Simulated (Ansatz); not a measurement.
Gas-phase reaction R1 → P1 + P2, each structure at its B3LYP-D3(BJ)/def2-TZVP stationary point, reached from a drawn start (curvature not checked).
R1: BCl3 (SMILES ClB(Cl)Cl), charge 0, multiplicity 1.
P1, BCl2 (SMILES Cl[B]Cl) (charge 0, multiplicity 2, Z-matrix in Å and degrees):
```
B
Cl 1 1.7272
Cl 1 1.7272 2 125.68
```
P2: Cl atom, charge 0, multiplicity 2.

```
level                                  reaction energy (kcal/mol)  minus CCSD(T)/CBS(cc-pV(T+d)Z, cc-pV(Q+d)Z)  cost
-------------------------------------  --------------------------  -------------------------------------------  ----
SVWN5/def2-TZVPP                                           136.20                                        15.63  ×0.7
PBE/def2-TZVPP                                             119.09                                        -1.49    ×1
BLYP/def2-TZVPP                                            112.11                                        -8.47    ×1
revPBE/def2-TZVPP                                          113.45                                        -7.13    ×1
B3LYP/def2-TZVPP                                           113.61                                        -6.97    ×1
PBE0/def2-TZVPP                                            117.84                                        -2.74    ×1
wB97X-V/def2-TZVPP                                         120.77                                         0.19    ×2
B2PLYP/def2-TZVPP                                          116.60                                        -3.98    ×2
MP2/cc-pV(D+d)Z                                            118.11                                        -2.46     -
MP2/cc-pV(T+d)Z                                            122.88                                         2.30     -
MP2/cc-pV(Q+d)Z                                            125.00                                         4.42     -
SCS-MP2/cc-pV(D+d)Z                                        115.18                                        -5.40     -
SCS-MP2/cc-pV(T+d)Z                                        119.73                                        -0.85     -
SCS-MP2/cc-pV(Q+d)Z                                        121.98                                         1.40     -
CCSD/cc-pV(D+d)Z                                           111.14                                        -9.44     -
CCSD/cc-pV(T+d)Z                                           114.04                                        -6.54     -
CCSD/cc-pV(Q+d)Z                                           115.90                                        -4.68     -
CCSD(T)/cc-pV(D+d)Z                                        113.03                                        -7.55    ×2
CCSD(T)/cc-pV(Q+d)Z                                        118.92                                        -1.66  ×20*
CCSD(T)/CBS(cc-pV(T+d)Z, cc-pV(Q+d)Z)                      120.58                                         0.00  ×30*
```

 The comparison column counts from a level with limits of its own.

P less R. No zero-point or thermal terms; singlets are restricted closed shells; open shells are unrestricted; no spin–orbit coupling.

Correlated levels freeze the cores. CBS(a, b) extrapolates the correlation energy as X⁻³ and adds the Hartree–Fock energy of set b.

Codes used: Ansatz (a first-principles code) with Gaussian orbitals. No computed number here is a measurement.

Costs are rough ratios of core time to PBE/def2-TZVPP (about 4 s over the structures, on one shared machine); a dash marks a level with no comparable run of its own. A star marks coupled-cluster runs past 200 virtual orbitals, where the program's memory plan changes under this machine's limit, so their costs aren't comparable with smaller runs.
